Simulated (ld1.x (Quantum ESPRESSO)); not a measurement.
Pseudopotential generation for tantalum (Ta): PAW, BLYP, scalar-relativistic.

tantalum, PAW, made with ld1.x (Quantum ESPRESSO) 7.5 (BLYP, scalar-relativistic). Core [Kr] 4d10 4f14 5s2, reference 5p6 5d3 6s2 6p0. Waves: 6s (bound): rcut 2.75, rcutus 3.30 bohr; 6s channel at 0.25 Ry: rcut 2.75, rcutus 3.30 bohr; 5p (bound): rcut 2.05, rcutus 2.35 bohr; 6p (bound, empty): rcut 2.05, rcutus 2.35 bohr; 5d (bound): rcut 2.15, rcutus 2.95 bohr; 5d channel at 2.45 Ry: rcut 2.15, rcutus 2.95 bohr. Local part: all-electron potential smoothed inside 2.15 bohr (lloc = -1). Core correction: a·sin(br)/r model core, default radius (ld1.x builds one for every PAW set, though the input has nlcc=.false.). Augmentation charge: BESSEL, radius 1.55 bohr.

All-electron outer shells of the reference configuration (BLYP, scalar-relativistic, ld1.x):

```csv
shell,level (eV),outermost node (bohr),outermost maximum (bohr)
5s,-72.82,0.54,0.98
5p,-39.20,0.58,1.13
4f,-24.45,–,0.44
6s,-5.32,1.32,2.74
5d,-3.45,0.65,1.58
6p,-1.30,1.60,3.94
```

What the tests gave:

```json
{
  "Ghost test": "ghost state, extra bound levels that the all-electron valence spectrum of the same l lacks: s at -24.8 eV (p not tested); a true bound ghost makes a file unfit for plane-wave use (spherical-Bessel basis up to 400 Ry, 20 bohr box)",
  "Configuration tests": "test run stopped at test 2 of 7 (negative rho)",
  "Lowest eigenvalue of the overlap operator": "-1.15 (p channel); it is negative, so in a basis up to 400 Ry S is not positive definite and the file is unfit for use"
}
```

Note: ghost state, extra bound levels that the all-electron valence spectrum of the same l lacks: s at -24.8 eV (p not tested). A true bound ghost makes a file unfit for plane-wave use. Its overlap operator is not positive definite in a basis up to 400 Ry (lowest eigenvalue p -1.15), so the file is unfit for use: the generalised eigenproblem breaks down once the basis is large enough, and its test numbers describe a broken file.

Generation and tests took about 1.4 s on one core of a shared server CPU.
